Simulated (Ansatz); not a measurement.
Task: Name a neutral molecule of C, N, O, Sb and H with HOMO energy (B3LYP/def2-TZVPP) between -6.75 and -6.45 eV and LUMO energy (B3LYP/def2-TZVPP) between -0.80 and -0.50 eV (Ansatz, PBE0-D4/def2-TZVP geometry).

Result: `C/C(O)=[N]\[SbH2]` (-6.62 eV, -0.78 eV); `[NH2][SbH][CH2]O` (-6.54 eV, -0.61 eV); `[CH3][Sb]([NH2])[OH]` (-6.71 eV, -0.56 eV). Other molecules can fit too; these were computed, each in one conformer that needn't be the lowest.

B3LYP here is the variant with VWN-RPA as its local correlation; programs differ in this.
